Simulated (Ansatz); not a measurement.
Ansatz (an electronic-structure program) input for InI, SMILES [In][I] (connectivity only; charge and spin as stated), neutral, multiplicity 1, PBE-D3(BJ)/def2-TZVP. 

Ansatz 0.2 input:
```yaml
crystal:
  periodic: [false, false, false]
  atoms:
    - {symbol: In, position_ang: [0.00000000, 0.00000000, -1.44008912]}
    - {symbol: I, position_ang: [0.00000000, 0.00000000, 1.33140314]}
basis:
  gaussian:
    orbitals: def2-TZVP
hamiltonian:
  xc: pbe
  dispersion: d3bj
relax: {f_tol: 0.002, max_steps: 200}
```

Output:

```
WARN ansatz: RAYON_NUM_THREADS=1 ignored (pool sized by the plan → 1); use --threads N
Functional definition: PBE
integrals: 0.03 GiB planned
755 factors; their error is unknown
mean field: 0.23 GiB planned
mean field evaluation 1: about -13276.2732 eV, gradient 1.4e1 eV
mean field evaluation 2: about -13270.6996 eV, gradient 4.1e1 eV
mean field evaluation 4: about -13276.9892 eV, gradient 2.9e0 eV
mean field evaluation 8: about -13277.0065 eV, gradient 3.5e-2 eV
mean field evaluation 16: about -13276.9994 eV, gradient 9.3e-6 eV
mean field -13276.99943999 eV, -487.9207299462 hartree, gradient 5.0e-6 eV, S^2 0.000000; 0 other end points of the search recorded, 0 dependent functions left out
the calculation of the forces begins
reference -13276.99947310 eV, -487.9207311631 hartree; 23, 23 occupied and 77, 77 virtual orbitals, 755 factors
relax step   1: F+E_penalty+E_count = -13277.04695872 eV  Δ(F+E_penalty+E_count) = +0.000e0 eV  max|allowed force component| = 1.436e-1 eV/Å  Δτ_max = 0.0000 Å  (27 SCF iters, accepted)
these checks for a lower state are left out or cut short: starts, cluster_reference, orbital_swaps, neighbouring_geometries, increment
integrals: 0.03 GiB planned
755 factors; their error is unknown
mean field: 0.23 GiB planned
mean field -13277.00104313 eV, -487.9207888604 hartree, gradient 1.3e-5 eV, S^2 0.000000; 0 other end points of the search recorded, 0 dependent functions left out
the calculation of the forces begins
reference -13277.00107638 eV, -487.9207900825 hartree; 23, 23 occupied and 77, 77 virtual orbitals, 755 factors
relax step   2: F+E_penalty+E_count = -13277.04851138 eV  Δ(F+E_penalty+E_count) = -1.553e-3 eV  max|allowed force component| = 5.893e-3 eV/Å  Δτ_max = 0.0105 Å  (29 SCF iters, accepted)
these checks for a lower state are left out or cut short: starts, cluster_reference, orbital_swaps, neighbouring_geometries, increment
integrals: 0.03 GiB planned
755 factors; their error is unknown
mean field: 0.23 GiB planned
mean field -13277.00104807 eV, -487.9207890421 hartree, gradient 4.2e-5 eV, S^2 0.000000; 0 other end points of the search recorded, 0 dependent functions left out
the calculation of the forces begins
reference -13277.00108133 eV, -487.9207902644 hartree; 23, 23 occupied and 77, 77 virtual orbitals, 755 factors
relax step   3: F+E_penalty+E_count = -13277.04851412 eV  Δ(F+E_penalty+E_count) = -2.747e-6 eV  max|allowed force component| = 2.219e-4 eV/Å  Δτ_max = 0.0004 Å  (20 SCF iters, accepted)
integrals: 0.03 GiB planned
755 factors; their error is unknown
mean field: 0.23 GiB planned
mean field evaluation 32: about -13277.0010 eV, gradient 4.2e-5 eV
mean field -13277.00104807 eV, -487.9207890421 hartree, gradient 4.2e-5 eV, S^2 0.000000; 1 other end points of the search recorded, 0 dependent functions left out
the calculation of the forces begins
reference -13277.00108133 eV, -487.9207902644 hartree; 23, 23 occupied and 77, 77 virtual orbitals, 755 factors
Total energy: -13277.04854738 eV, -487.9225346096 hartree
Atom 0 at     0.000000     0.000000    -1.451043 Å, force    -0.000000     0.000000    -0.000222 eV/Å
Atom 1 at    -0.000000    -0.000000     1.342357 Å, force     0.000000    -0.000000     0.000222 eV/Å
Dipole moment:    -0.000000     0.000000    -0.722818 e Å
```

Self-consistency was reached.

Cost: very roughly 5 core-seconds.
